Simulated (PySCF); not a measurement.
# Computed vibrations of Pb2(OH)4

Pb2(OH)4 (singlet). PySCF 2.14.0, RKS PBE, Pb def2-SVP with ECP60, O def2-SVP, H def2-SVP; non-relativistic Hamiltonian with scalar-relativistic core potentials where named; density fitting; no spin-orbit coupling. Central differences of gradients.

```xyz
10

Pb   -0.1361    0.0000    1.9887
Pb   -0.1361    0.0000   -1.9887
O     1.0192    0.0000    0.0000
H     1.9946    0.0000    0.0000
O    -1.5024    0.0000    0.0000
H    -2.4788    0.0000    0.0000
O     1.8593    0.0000    2.8822
H     2.6615    0.0000    2.3247
O     1.8593    0.0000   -2.8822
H     2.6615    0.0000   -2.3247
```

Run from Python with OMP_NUM_THREADS=2. Where DIIS fails, smearing, a level shift and second-order steps follow.
It took 3.7 min on 2 threads of Arm Neoverse V1, with other jobs on the host.

Question: What are the harmonic wavenumbers and infrared intensities?

Answer: Modes are labelled in C2v; negative numbers are unstable modes, those under 60 cm⁻¹ near the noise; a finer grid moves soft modes by up to 10 cm⁻¹.
```json
{"cm⁻¹": "-152", "km/mol": "–", "symmetry": "b1"}
{"cm⁻¹": "-66", "km/mol": "–", "symmetry": "a2"}
{"cm⁻¹": "-29", "km/mol": "–", "symmetry": "b1"}
{"cm⁻¹": "91", "km/mol": "0.8", "symmetry": "b2"}
{"cm⁻¹": "105", "km/mol": "8.3", "symmetry": "a1"}
{"cm⁻¹": "116", "km/mol": "0.1", "symmetry": "a1"}
{"cm⁻¹": "154", "km/mol": "31.8", "symmetry": "b1"}
{"cm⁻¹": "268", "km/mol": "40.2", "symmetry": "a1"}
{"cm⁻¹": "279", "km/mol": "43.5", "symmetry": "b2"}
{"cm⁻¹": "331", "km/mol": "0.1", "symmetry": "b1"}
{"cm⁻¹": "337", "km/mol": "0.0", "symmetry": "a2"}
{"cm⁻¹": "364", "km/mol": "79.8", "symmetry": "b2"}
{"cm⁻¹": "404", "km/mol": "3.6", "symmetry": "a1"}
{"cm⁻¹": "425", "km/mol": "384.1", "symmetry": "b1"}
{"cm⁻¹": "460", "km/mol": "160.4", "symmetry": "b2"}
{"cm⁻¹": "467", "km/mol": "133.9", "symmetry": "a1"}
{"cm⁻¹": "490", "km/mol": "91.9", "symmetry": "b2"}
{"cm⁻¹": "547", "km/mol": "7.8", "symmetry": "a1"}
{"cm⁻¹": "577", "km/mol": "70.5", "symmetry": "b2"}
{"cm⁻¹": "784", "km/mol": "13.1", "symmetry": "b2"}
{"cm⁻¹": "3698", "km/mol": "23.0", "symmetry": "a1"}
{"cm⁻¹": "3698", "km/mol": "0.4", "symmetry": "b2"}
{"cm⁻¹": "3708", "km/mol": "15.9", "symmetry": "a1"}
{"cm⁻¹": "3727", "km/mol": "22.9", "symmetry": "a1"}
```

Question: Is this a minimum?

Answer: No: 3 unstable; the lowest moves the atoms so:
```
Pb   0.00  0.02  0.00
Pb   0.00  0.02  0.00
O    0.00  0.14  0.00
H    0.00  0.50  0.00
O    0.00 -0.26  0.00
H    0.00 -0.51  0.00
O    0.00 -0.13  0.00
H    0.00 -0.43  0.00
O    0.00 -0.13  0.00
H    0.00 -0.43  0.00
```
